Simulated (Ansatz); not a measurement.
Born–Oppenheimer molecular dynamics of CH3NOSSi (8 atoms, charge 0, multiplicity 1). It starts from a relaxed structure.

All numbers below come from Ansatz, RKS PBE-D4/STO-3G.

```
ensemble                      : NVE (velocity Verlet)
time step                     : 0.5 fs
steps asked                   : 600
starting velocities drawn for : 300 K
masses                        : H 10 u
seed                          : 141645
```

Frames 1 fs apart, positions in Å.

Velocities at 160 fs (Å/ps):

```
N 5.18 0.59 0.48
C -1.11 1.44 -4.84
S -2.91 0.57 1.09
Si -1.01 -1.77 -0.57
O 1.36 1.18 -0.94
H 1.93 -2.40 5.61
H 4.62 -0.70 -2.15
H -2.46 1.81 1.32
```

```xyz
8
Properties=species:S:1:pos:R:3 time_fs=160 energy_less_start_eV=0.129 T=134
N -0.773 2.583 0.289
C 0.126 1.793 0.443
S 1.512 0.771 0.480
Si 0.325 -1.070 0.008
O -0.701 -0.742 -1.337
H -0.445 -1.267 1.243
H 1.234 -2.184 -0.221
H -1.075 0.152 -1.027
8
Properties=species:S:1:pos:R:3 time_fs=161 energy_less_start_eV=0.133 T=129
N -0.768 2.584 0.290
C 0.126 1.794 0.439
S 1.509 0.772 0.481
Si 0.324 -1.072 0.007
O -0.700 -0.741 -1.338
H -0.443 -1.269 1.248
H 1.239 -2.185 -0.223
H -1.077 0.154 -1.025
8
Properties=species:S:1:pos:R:3 time_fs=162 energy_less_start_eV=0.133 T=128
N -0.765 2.585 0.290
C 0.126 1.794 0.433
S 1.506 0.772 0.482
Si 0.323 -1.073 0.007
O -0.698 -0.741 -1.339
H -0.441 -1.272 1.254
H 1.243 -2.186 -0.226
H -1.081 0.157 -1.024
8
Properties=species:S:1:pos:R:3 time_fs=163 energy_less_start_eV=0.129 T=134
N -0.762 2.588 0.291
C 0.128 1.793 0.428
S 1.503 0.772 0.483
Si 0.322 -1.075 0.007
O -0.696 -0.740 -1.340
H -0.439 -1.275 1.259
H 1.248 -2.186 -0.228
H -1.084 0.160 -1.023
8
Properties=species:S:1:pos:R:3 time_fs=164 energy_less_start_eV=0.122 T=143
N -0.760 2.591 0.291
C 0.131 1.792 0.423
S 1.500 0.772 0.484
Si 0.321 -1.075 0.007
O -0.693 -0.740 -1.341
H -0.437 -1.278 1.264
H 1.252 -2.186 -0.231
H -1.089 0.164 -1.022
8
Properties=species:S:1:pos:R:3 time_fs=165 energy_less_start_eV=0.118 T=148
N -0.759 2.595 0.291
C 0.135 1.789 0.418
S 1.497 0.772 0.485
Si 0.321 -1.076 0.008
O -0.691 -0.740 -1.342
H -0.434 -1.281 1.268
H 1.256 -2.187 -0.234
H -1.093 0.167 -1.021
8
Properties=species:S:1:pos:R:3 time_fs=166 energy_less_start_eV=0.120 T=145
N -0.759 2.599 0.292
C 0.140 1.787 0.413
S 1.494 0.772 0.486
Si 0.320 -1.077 0.008
O -0.688 -0.740 -1.343
H -0.432 -1.284 1.272
H 1.259 -2.186 -0.237
H -1.098 0.171 -1.020
8
Properties=species:S:1:pos:R:3 time_fs=167 energy_less_start_eV=0.128 T=135
N -0.759 2.603 0.292
C 0.144 1.785 0.407
S 1.491 0.771 0.487
Si 0.320 -1.077 0.009
O -0.685 -0.740 -1.344
H -0.429 -1.287 1.276
H 1.262 -2.186 -0.240
H -1.102 0.173 -1.020
8
Properties=species:S:1:pos:R:3 time_fs=168 energy_less_start_eV=0.138 T=123
N -0.758 2.607 0.292
C 0.147 1.784 0.402
S 1.488 0.770 0.488
Si 0.319 -1.077 0.011
O -0.683 -0.739 -1.345
H -0.427 -1.291 1.280
H 1.265 -2.185 -0.243
H -1.107 0.175 -1.019
8
Properties=species:S:1:pos:R:3 time_fs=169 energy_less_start_eV=0.143 T=115
N -0.757 2.610 0.293
C 0.149 1.784 0.396
S 1.486 0.768 0.489
Si 0.319 -1.078 0.013
O -0.681 -0.738 -1.345
H -0.424 -1.294 1.282
H 1.267 -2.184 -0.246
H -1.111 0.177 -1.020
8
Properties=species:S:1:pos:R:3 time_fs=170 energy_less_start_eV=0.142 T=117
N -0.756 2.612 0.294
C 0.150 1.785 0.390
S 1.484 0.767 0.490
Si 0.319 -1.078 0.015
O -0.679 -0.737 -1.346
H -0.421 -1.298 1.285
H 1.269 -2.183 -0.249
H -1.115 0.177 -1.021
8
Properties=species:S:1:pos:R:3 time_fs=171 energy_less_start_eV=0.133 T=129
N -0.754 2.614 0.294
C 0.149 1.788 0.384
S 1.482 0.765 0.491
Si 0.319 -1.078 0.017
O -0.677 -0.735 -1.346
H -0.418 -1.302 1.287
H 1.271 -2.181 -0.253
H -1.119 0.177 -1.022
```

Of the whole run (300 fs, mean temperature of the second half 145 K): The conserved energy stayed within 0.038 meV per atom of its start (net change 0.011 meV per atom), so the integration is sound. Over the second half the temperature averaged 0.48 of the 300 K drawn at the start: a run that starts near a minimum puts about half its kinetic energy into the potential. A run of 0.3 ps of so small a system gives no equilibrium averages. Limits of this set-up: minimal basis.

Run time: 19 min on 1 thread of Arm Neoverse N1, on a shared host, peak memory 0.091 GiB.
